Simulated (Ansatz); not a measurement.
Species: CH₃N, SMILES `C=N` with one electron removed (charge 1, multiplicity 2).

**Question.** Give a relaxed geometry from PBE0-D3(BJ)/def2-TZVP (Ansatz, a program for electronic structure).

**Answer.** the end point of this relaxation (outside a Z-matrix the atoms follow the SMILES, hydrogens last).
Z-matrix (Å, degrees):
```
C
N 1 1.2231
H 2 1.0201 1 151.88
H 1 1.1005 2 120.62 3 -179.97
H 1 1.1060 4 119.07 2 180.00
```
